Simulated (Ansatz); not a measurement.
Wavefunction ladder for `[CH3][Sn]([F])([F])[SH]`

```xyz
9

C     0.515   -1.266    0.827
Sn   -0.065    0.326   -0.430
F     1.480    1.117   -1.232
F    -0.958   -0.358   -1.977
S    -1.395    2.075    0.454
H     1.099   -1.966    0.231
H     1.119   -0.876    1.644
H    -0.374   -1.759    1.217
H    -1.421    2.706   -0.734
```

Charge 0, multiplicity 1. Correlated methods include outer-core shells of Sn, which these sets cover unevenly. Sn: def2 effective core potential. All single points use the PBE0-D4/def2-TZVP geometry. It is one conformer, not always the lowest. Frozen core, restricted reference, Ansatz 0.2.0.

```csv
basis,HF (Eh),MP2 corr.,CCSD corr.,(T),CCSD(T) total
def2-SVP,-849.72074,-0.75839,-0.79627,-0.01784,-850.53485
def2-TZVPP,-850.18043,-1.17772,-1.19823,-0.04118,-851.41984
def2-QZVPP,-850.20685,-1.46873,–,–,–
```
